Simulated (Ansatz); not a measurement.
A run for Ansatz (an electronic-structure program): RO-CCSD(T)/cc-pV(T+d)Z on BP, 2S+1 = 3, a point of a bond scan (R = 1.741 Å). Files ending in .json are basis or fitting sets from the Basis Set Exchange.

Ansatz 0.2 input:
```yaml
crystal:
  periodic: [false, false, false]
  atoms:
    - {symbol: B, position_ang: [-0.00000000, -0.00000000, -1.30581159]}
    - {symbol: P, position_ang: [0.00000000, 0.00000000, 0.43527053]}
basis:
  gaussian:
    orbitals: cc-pV_T+d_Z.json
    pivot_positions_ang: [[-0.00000000, -0.00000000, -1.30581159], [0.00000000, 0.00000000, 0.43527053]]
magnetization: {spin_polarized: false, initial_magnetization: 2}
correlation: {method: ccsd_t, electrons: outside_noble_gas}
scf: {omitted_lower_state_checks: [cluster_reference]}
output: {orbitals: {seedname: ./end}}
```

The log:

```
WARN ansatz: RAYON_NUM_THREADS=1 ignored (pool sized by the plan → 1); use --threads N
Functional definition: HF
these checks for a lower state are left out or cut short: cluster_reference
integrals: 0.04 GiB planned
454 factors; integrals over basis functions are off by at most 3.4e-4 eV
mean field: 0.10 GiB planned
mean field evaluation 1: about -9939.6598 eV, gradient 7.3e0 eV
mean field evaluation 2: about -9939.6604 eV, gradient 7.3e0 eV
mean field evaluation 4: about -9940.4237 eV, gradient 2.8e0 eV
mean field evaluation 8: about -9940.5587 eV, gradient 2.0e-1 eV
mean field evaluation 16: about -9939.5346 eV, gradient 1.0e-1 eV
mean field evaluation 32: about -9940.5594 eV, gradient 2.8e-6 eV
mean field -9940.55938046 eV, -365.3088192787 hartree, gradient 2.8e-6 eV, S^2 2.000000; 5 other end points of the search recorded, 0 dependent functions left out
6 core orbitals not correlated
reference -9940.55938046 eV, -365.3088192787 hartree; 5, 3 occupied and 58, 60 virtual orbitals, 454 factors
second order -4.97897149 eV of doubles, -0.06786888 eV of singles
coupled cluster: 0.18 GiB planned
cycle   1  -5.42868946 eV  change   -3.8e-1 eV  update   8.3e-2
cycle   2  -5.64858078 eV  change   -2.2e-1 eV  update   3.3e-2
cycle   3  -5.71934895 eV  change   -7.1e-2 eV  update   2.2e-2
cycle   4  -5.72299834 eV  change   -3.6e-3 eV  update   8.7e-3
cycle   5  -5.72608907 eV  change   -3.1e-3 eV  update   4.0e-3
cycle   6  -5.72692474 eV  change   -8.4e-4 eV  update   1.7e-3
cycle   7  -5.72761003 eV  change   -6.9e-4 eV  update   7.7e-4
cycle   8  -5.72783329 eV  change   -2.2e-4 eV  update   3.2e-4
cycle   9  -5.72776894 eV  change    6.4e-5 eV  update   1.8e-4
cycle  10  -5.72779225 eV  change   -2.3e-5 eV  update   7.7e-5
cycle  11  -5.72780929 eV  change   -1.7e-5 eV  update   3.3e-5
cycle  12  -5.72780615 eV  change    3.1e-6 eV  update   1.3e-5
cycle  13  -5.72779673 eV  change    9.4e-6 eV  update   6.7e-6
perturbative correction -0.37768923 eV, -0.0138798230 hartree
Total energy: -9946.66486641 eV, -365.5331917490 hartree
Checks for a lower state left out: cluster_reference
```

The calculation finished and met its thresholds.

Cost: roughly 3 core-seconds.
